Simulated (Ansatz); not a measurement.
`O[SiH2]O[Si](O)(O)O` + `BN` → `BN[SiH2]O` + `O[Si](O)(O)O`  (ligand exchange at the Si–O bond)

Calculated with Ansatz (gas phase, PBE0-D4/def2-TZVP geometries, no zero-point term in ΔE). CBS: MP2 limit from def2 TZ/QZ plus the TZ coupled-cluster correction, frozen cores. This one scheme is used for every species. Functionals use def2-TZVPP. B3LYP here is the variant with VWN-RPA as its local correlation; programs differ in this. Each species was taken in one conformer, which may not be the lowest.

```csv
level,ΔE (kJ/mol)
B3LYP-D4,80.1
HF/def2-TZVPP,79.9
HF/def2-QZVPP,81.0
CCSD/CBS(def2),75.3
```

What does CCSD(T)/CBS give? (Best estimate.)

Ansatz gave: +74.8 kJ/mol. The listed levels differ from it by 5.3, 5.1, 6.2, 0.5 kJ/mol.

Largest T1 diagnostic among the species: 0.012.

In def2-TZVPP, CCSD(T) changes the Hartree–Fock value by −4.8 kJ/mol (the triples alone add −0.5 kJ/mol) and MP2 by −5.8 kJ/mol. The D4 term adds +4.8 kJ/mol with B3LYP and +3.0 kJ/mol with PBE0; it sums over pairs of atoms, weighted by their polarisabilities, and B3LYP, whose exchange is more repulsive, gets the larger term.
